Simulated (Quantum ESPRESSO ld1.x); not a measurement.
Results of a calculation; reference values are marked as such.
Task: The table gives one normalised radial function P(r) = r R(r) of Nd3+ in [Kr] 4d10 4f3 5s1.75 5p6 5d0.25 (r in bohr). Level of theory: scalar-relativistic Kohn-Sham, LDA (Slater exchange, Perdew-Wang correlation), spin-polarised, spherical densities, point nucleus; open shells are filled with parallel spins first (spin-orbit coupling, left out, can overturn this in heavy ions) (ld1.x of Quantum ESPRESSO 7.5).

| r | P |
|---|---|
| 0.001985 | 0.0000 |
| 0.002292 | 0.0000 |
| 0.002647 | 0.0000 |
| 0.003057 | 0.0000 |
| 0.00353 | 0.0000 |
| 0.00411 | 0.0000 |
| 0.004747 | 0.0000 |
| 0.005482 | 0.0000 |
| 0.006331 | 0.0000 |
| 0.007311 | 0.0000 |
| 0.008444 | 0.0000 |
| 0.009751 | 0.0000 |
| 0.01126 | 0.0000 |
| 0.01301 | 0.0001 |
| 0.01502 | 0.0001 |
| 0.01735 | 0.0001 |
| 0.02003 | 0.0003 |
| 0.02314 | 0.0004 |
| 0.02672 | 0.0007 |
| 0.03086 | 0.0012 |
| 0.03564 | 0.0020 |
| 0.04116 | 0.0032 |
| 0.04753 | 0.0052 |
| 0.05489 | 0.0084 |
| 0.0634 | 0.0134 |
| 0.07322 | 0.0210 |
| 0.08523 | 0.0332 |
| 0.09844 | 0.0504 |
| 0.1137 | 0.0749 |
| 0.1313 | 0.1092 |
| 0.1516 | 0.1555 |
| 0.1751 | 0.2162 |
| 0.2022 | 0.2927 |
| 0.2336 | 0.3853 |
| 0.2697 | 0.4920 |
| 0.3115 | 0.6081 |
| 0.3598 | 0.7260 |
| 0.4155 | 0.8356 |
| 0.4798 | 0.9257 |
| 0.5541 | 0.9859 |
| 0.64 | 1.0096 |
| 0.7391 | 0.9947 |
| 0.8536 | 0.9440 |
| 0.9858 | 0.8638 |
| 1.138 | 0.7626 |
| 1.315 | 0.6496 |
| 1.518 | 0.5331 |
| 1.768 | 0.4142 |
| 2.041 | 0.3114 |
| 2.358 | 0.2222 |
| 2.723 | 0.1491 |
| 3.144 | 0.0929 |
| 3.632 | 0.0530 |
| 4.194 | 0.0273 |
| 4.844 | 0.0124 |
| 5.594 | 0.0049 |
| 6.46 | 0.0017 |
| 7.461 | 0.0005 |

Which n and l does it have? It may be an empty orbital.

Result: n = 4, l = 3: the number of nodes gives n - l - 1 = 0, the rise at small r (about r^(l+1), flatter next to the nucleus through relativity) gives l, and the extent must fit the shell. The curve is that of 4f down; the table hardly tells the two spins apart. 4f down (empty): eigenvalue -30.687 eV, 0 radial nodes, <r> = 0.976 bohr, 90 % of the charge inside 1.67 bohr.
